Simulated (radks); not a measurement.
Results of a calculation; reference values are marked as such.
Question: Radial electron density D(r) = 4 pi r^2 rho(r) of an atom or ion with 59 electrons. Level of theory: scalar-relativistic Kohn-Sham, PBE, spin-polarised, spherical densities, point nucleus (a radial shooting solver on a logarithmic mesh with Libxc functionals).

```
   r/bohr * D(r) (the largest magnitude, 109, reaches the edge; | marks zero)
  0.00141 |  *
 0.001628 |   *
 0.001866 |    *
 0.002155 |     *
 0.002468 |       *
 0.002828 |        *
 0.003266 |          *
 0.003742 |             *
 0.004287 |               *
 0.004951 |                  *
 0.005672 |                      *
 0.006499 |                         *
 0.007505 |                             *
 0.008599 |                                *
  0.00993 |                                   *
  0.01138 |                                      *
  0.01303 |                                        *
  0.01505 |                                        *
  0.01725 |                                        *
  0.01976 |                                       *
  0.02282 |                                      *
  0.02614 |                                    *
  0.02995 |                                    *
  0.03459 |                                    *
  0.03963 |                                       *
  0.04577 |                                           *
  0.05244 |                                                *
  0.06008 |                                                    *
  0.06938 |                                                      *
  0.07949 |                                                     *
  0.09107 |                                                 *
   0.1052 |                                            *
   0.1205 |                                        *
   0.1392 |                                        *
   0.1594 |                                           *
   0.1827 |                                               *
   0.2109 |                                               *
   0.2417 |                                         *
   0.2769 |                                *
   0.3198 |                       *
   0.3664 |                   *
   0.4197 |                   *
   0.4847 |                     *
   0.5554 |                      *
   0.6414 |                   *
   0.7348 |               *
   0.8419 |          *
   0.9722 |       *
    1.114 |     *
    1.276 |    *
    1.474 |   *
    1.689 |  *
    1.935 | *
    2.234 |*
     2.56 |*
    2.956 *
    3.387 *
     3.88 *
    4.481 *
    5.134 *
```

What is the nuclear charge?

Answer: Z = 62. The innermost maximum, from 1s, lies near gamma/Z bohr with gamma = sqrt(1 - (Z/c)^2) = 0.892, here 0.0144 bohr (found: 0.0158), and its height grows with Z. The density is that of the samarium ion Sm3+ in [Xe] 4f5; the configuration itself is not fixed sharply by these data, and Z only to a few units. D(r) has 4 maxima, at r = 0.0158, 0.0699, 0.196, 0.542 bohr, and minima at 0.0302, 0.129, 0.391 bohr, inside which lie 1.94, 11.19, 29.22 electrons.
